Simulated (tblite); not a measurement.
Compound: C₅H₄Cl₂O₂.
SMILES with atom numbers: `[CH3:1][O:2][C:3](=[O:4])[C:5]#[C:6][CH:7]([Cl:8])[Cl:9]` (hydrogens: H10, H11, H12 on C1; H13 on C7)

Computed with GFN2-xTB (tblite), gas phase: nudged elastic band of 9 images (0 to 8), spring 0.2 eV/Å², climbing image at the end, force threshold 0.05 eV/Å. No saddle search or frequency run followed, so the top image need not be a first-order saddle, and its height can exceed the method's true barrier by a kcal/mol or more.

The band describes a rotation about C3–O2 (ester carbonyl carbon, ester single-bonded oxygen), followed by the dihedral C5–C3–O2–C1, from the optimised start (180°) to a second optimised geometry at 0°.

Problem. How does the energy change from image to image?

Solution. 
```json
{"image": "0", "dihedral (°)": "180", "E (kJ/mol)": "0.00", "C3–O2 (Å)": "1.332", "C5···C1 (Å)": "3.61", "largest true force (eV/Å)": "0.01"}
{"image": "1", "dihedral (°)": "-172", "E (kJ/mol)": "2.14", "C3–O2 (Å)": "1.334", "C5···C1 (Å)": "3.60", "largest true force (eV/Å)": "0.04"}
{"image": "2", "dihedral (°)": "-161", "E (kJ/mol)": "9.78", "C3–O2 (Å)": "1.336", "C5···C1 (Å)": "3.57", "largest true force (eV/Å)": "0.10"}
{"image": "3", "dihedral (°)": "-139", "E (kJ/mol)": "29.40", "C3–O2 (Å)": "1.344", "C5···C1 (Å)": "3.46", "largest true force (eV/Å)": "0.19"}
{"image": "4", "dihedral (°)": "-93", "E (kJ/mol)": "56.83", "C3–O2 (Å)": "1.368", "C5···C1 (Å)": "3.16", "largest true force (eV/Å)": "0.03"}
{"image": "5", "dihedral (°)": "-46", "E (kJ/mol)": "36.89", "C3–O2 (Å)": "1.339", "C5···C1 (Å)": "2.92", "largest true force (eV/Å)": "0.21"}
{"image": "6", "dihedral (°)": "-13", "E (kJ/mol)": "19.95", "C3–O2 (Å)": "1.332", "C5···C1 (Å)": "2.76", "largest true force (eV/Å)": "0.07"}
{"image": "7", "dihedral (°)": "-5", "E (kJ/mol)": "17.64", "C3–O2 (Å)": "1.335", "C5···C1 (Å)": "2.69", "largest true force (eV/Å)": "0.03"}
{"image": "8", "dihedral (°)": "0", "E (kJ/mol)": "16.48", "C3–O2 (Å)": "1.334", "C5···C1 (Å)": "2.68", "largest true force (eV/Å)": "0.01"}
```

Barriers of this band. The top is image 4 at -93°: 56.83 kJ/mol forward and 40.35 kJ/mol back; the end lies 16.48 kJ/mol above the start. The central bond is 0.036 Å longer at the top than at the start.

Problem. What rate follows at 350 K for crossing this barrier forward?

Solution. Taking the electronic barrier for the free energy of activation (no zero-point or entropy terms, transmission 1), rate = (kT/h)·exp(−ΔE/kT) ≈ 2 × 10^4 s⁻¹, whose inverse is 4 × 10^-5 s. An error of 1 kcal/mol in the barrier changes this by a factor of 4, and the method and the loose band can each miss by that much or more.

Problem. How would the two end points share their population at 350 K, from these energies alone?

Solution. exp(−ΔE/kT) with ΔE = 0.171 eV gives 0.0034 for the higher one (end) against 1 for the lower, without vibrational, rotational or degeneracy terms.

Problem. How long is the path, and how are the images spaced?

Solution. Cartesian distances between aligned neighbours (all atoms, Å): 0.86, 0.93, 1.00, 1.05, 0.91, 1.03, 0.97, 0.83; the sum is 7.58 Å, and the top lies 51 % of the way along.

The cost below is that of the whole band run. Time: 12 s; peak memory 0.18 GiB. Hardware: one thread, Arm Neoverse N1 (aarch64), on a shared host.
